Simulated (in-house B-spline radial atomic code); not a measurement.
Values are calculated unless marked as measured or tabulated.
# Zr in an electron gas of r_s = 1.65: phase shifts, screening and friction

A nucleus sits in a uniform electron gas with a rigid positive background. The Kohn-Sham equations are solved self-consistently in the spin-unpolarised LDA (PW92), non-relativistic, on B-splines with outgoing waves at the boundary and partial waves to l = 8. The model has no lattice, no bands and no magnetic solution. Atomic units; δ_l are the phase shifts at the Fermi level, counted so that each bound state adds π, and good to about 0.0005.

The density parameter is r_s = 1.65 bohr.

```json
{"l": "0", "δ_l (rad)": "11.1453"}
{"l": "1", "δ_l (rad)": "8.6996"}
{"l": "2", "δ_l (rad)": "4.8246"}
{"l": "3", "δ_l (rad)": "0.1508"}
{"l": "4", "δ_l (rad)": "0.0316"}
{"l": "5", "δ_l (rad)": "0.0075"}
{"l": "6", "δ_l (rad)": "0.0017"}
{"l": "7", "δ_l (rad)": "0.0003"}
{"l": "8", "δ_l (rad)": "-0.0001"}
```

Bound levels below the band bottom (hartree): s -13.33, p -10.61, d -5.637, s -1.13, p -0.4359 and deeper ones.

Problem. Check the Friedel sum rule, and say where the screening charge sits.

Solution. k_F = (9π/4)^(1/3)/r_s = 1.16313. The rule is Z = (2/π) Σ (2l + 1) δ_l. The terms are s 7.095, p 16.615, d 15.357, f 0.672 and 0.249 beyond, in all 39.989 against Z = 40. Bound states hold 8 s, 18 p, 10 d electrons, so the scattering states carry 3.99 in all; where a term is smaller than its bound count, the bound level has drawn weight out of the band.

Problem. Find the transport cross section and the electronic stopping of a 5 keV Zr ion (mass 91.22 u).

Solution. σ_tr = (4π/k_F²) Σ (l + 1) sin²(δ_l − δ_(l+1)). The terms for l = 0 to 3 are 0.4110, 0.8962, 2.9955, 0.0566, all together 4.3624, so σ_tr = 9.289 × 4.3624 = 40.521 bohr². With n = 3/(4π r_s³) = 0.05314, the friction coefficient is Q = n k_F σ_tr = 2.5048. For v well below v_F = 1.163, dE/dx = Q v; with 24801 eV per u at v = 1, v = √(5000/(24801 × 91.22)) = 0.0470, so dE/dx = 0.11775 hartree/bohr = 60.6 eV/nm. The largest term couples the d and f waves.
